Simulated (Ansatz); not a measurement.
Consider the atomization: `[TeH][SiH]1CC1` → 2 C• + 6 H• + Si• + Te•.

Program: Ansatz. Geometries: PBE0-D4/def2-TZVP. ΔE: electronic, gas phase. CCSD(T)/CBS adds triple-zeta CCSD(T) − MP2 to the extrapolated MP2 energy (def2 sets, frozen cores). This one scheme is used for every species, atoms too. For atomizations the MP2-based limit and the directly extrapolated one differ by several kJ/mol either way, and by 10 to 25 for some Ge, Se and Sn compounds, so smaller differences from it don't rank the levels. DFT in def2-TZVPP. HSE06 is defined as in plane-wave codes. Open shells (•) are unrestricted, without spin–orbit coupling. Spin–orbit coupling would lower the free atoms: a little for C, Si; strongly for Te. def2 core potentials past Kr. Bonds to Te are less sure, by a few kJ/mol each and by 10 to 20 or more in all where they break to atoms, as the def2 sets lack core-valence functions.

`[TeH][SiH]1CC1`:

Z-matrix (Å, degrees):
```
Si
C 1 1.850
C 1 1.851 2 49.1
Te 1 2.469 2 120.4 3 100.4
H 1 1.479 2 118.3 3 -103.9
H 2 1.086 1 118.4 3 108.1
H 2 1.084 1 118.8 3 -107.9
H 3 1.085 1 118.4 2 -108.1
H 3 1.085 1 119.4 2 107.6
H 4 1.659 1 92.8 2 82.6
```

```csv
level,ΔE (kcal/mol)
r2SCANh-D4,810.2
CAM-B3LYP-D4,809.9
HSE06,810.8
SCS-MP2/def2-TZVPP,794.4
```

What does CCSD(T)/CBS give? (An estimate is asked.)

Computed: +813.5 kcal/mol. The listed levels differ from it by -3.3, -3.6, -2.7, -19.1 kcal/mol.

Largest T1 diagnostic among the species: 0.012.

In def2-TZVPP, CCSD(T) changes the Hartree–Fock value by +202.2 kcal/mol (the triples alone add +12.8 kcal/mol) and MP2 by +209.4 kcal/mol; breaking electron pairs costs correlation energy, which Hartree–Fock lacks. At CCSD(T), def2-SVP lies −52.7 kcal/mol from the extrapolated value and def2-TZVPP −23.5 kcal/mol: correlation converges slowly with the basis, and small sets miss more of it in the bonded molecule than in its fragments. From PBE to PBE0 (25 % exact exchange), in def2-TZVPP and without D4, ΔE moves by −9.2 kcal/mol: exact exchange takes away binding that semilocal exchange gives to molecules.
